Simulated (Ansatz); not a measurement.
Pulling on the Zn1–H2 bond in GeH4Zn (SMILES [ZnH][GeH3]) (multiplicity 1 held, fragments rigid). Energies count from the point at 1.556 Å.
Geometry at that point (charge 0, multiplicity 1):
| atom | x (Å) | y (Å) | z (Å) |
|---|---|---|---|
| Zn | -0.7925 | -0.1904 | -0.9931 |
| H | -1.7524 | -0.4211 | -2.1959 |
| Ge | 0.6980 | 0.1677 | 0.8747 |
| H | 1.7617 | -0.9450 | 1.0057 |
| H | 1.4762 | 1.4979 | 0.7651 |
| H | -0.0473 | 0.2138 | 2.2271 |

Restricted levels (R-, RO-) in cc, def2 and unpolarised 6-31G sets keep to the state of the molecule at rest. U- levels take the lowest unrestricted solution at each point, which mixes spins at long bonds. Levels need not reach the same state.

Correlated levels freeze the cores. Filled d and f shells under p-block atoms count as core.

Programs: Ansatz (an electronic-structure program). 

One of these levels gives 73.25 kcal/mol for the energy at R = 4.980 Å. Which?
A. U-HF/def2-SVP
B. R-MP2/def2-SVP
C. U-MP2/def2-SVP
D. R-HF/def2-SVP

C, U-MP2/def2-SVP. The others give 138.60 (R-HF/def2-SVP), 58.59 (U-HF/def2-SVP), 110.40 (R-MP2/def2-SVP)

Doubts at one or more of the structures used: a restricted determinant that unrestricted orbitals would lower (R-HF/def2-SVP, R-MP2/def2-SVP); a spin-contaminated determinant (U-HF/def2-SVP, U-MP2/def2-SVP).
